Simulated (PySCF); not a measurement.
A calculated (UHF, PySCF 2.14, x2c-TZVPall, scalar relativity by spin-free X2C-1e) atom or ion has these occupied shells.

```csv
shell,electrons,orbital energy (eV),"rms radius, mean of both spins (bohr)"
1s α,1,-8405.5,0.0624
1s β,1,-8405.5,0.0624
2s α,1,-1053.4,0.265
2s β,1,-1052.5,0.265
2p α,3,-902.83,0.238
2p β,3,-901.86,0.238
3s α,1,-139.76,0.800
3s β,1,-137.07,0.800
3p α,3,-94.308,0.857
3p β,3,-91.087,0.857
3d α,5,-21.530,1.20
3d β,4,-19.936,1.20
```

(1) Name the element and its charge.

Results:

(1) Ni⁺ (nickel, charge +1), in [Ar] 3d9, 2D determinant.
